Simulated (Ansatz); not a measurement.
Total energies of Si(OAc)2Me2 (C₆H₁₂O₄Si) from Ansatz at PBE0-D4/def2-TZVP, gas phase (1 Eh = 27.2114 eV = 2625.5 kJ/mol). The reference geometry is relaxed at r2SCAN-D4/def2-SVP.

| state | geometry | energy (Eh) |
| --- | --- | --- |
| charge 0 singlet | reference | -825.93733 |
| charge 1 doublet | reference | -825.58467 |
| free Si atom (triplet) | – | -289.24943 |
| free O atom (triplet) | – | -75.01860 |
| free C atom (triplet) | – | -37.80537 |
| free H atom (doublet) | – | -0.50104 |

(1) Work out the vertical ionisation energy to the doublet.

(2) What is the binding energy per atom against free atoms?

(1) E(charge 1 doublet) − E(charge 0 singlet) = -825.58467 − (-825.93733) = 0.35266 Eh = 9.60 eV. For comparison, −ε of the highest occupied level is 7.85 eV at this level, 1.75 eV less.

(2) Atoms: 1 × (-289.24943) + 4 × (-75.01860) + 6 × (-37.80537) + 12 × (-0.50104) = -822.16853 Eh. Binding: -822.16853 − (-825.93733) = 3.76880 Eh = 102.55 eV, or 4.46 eV for each of 23 atoms (no zero-point energy, no counterpoise term).
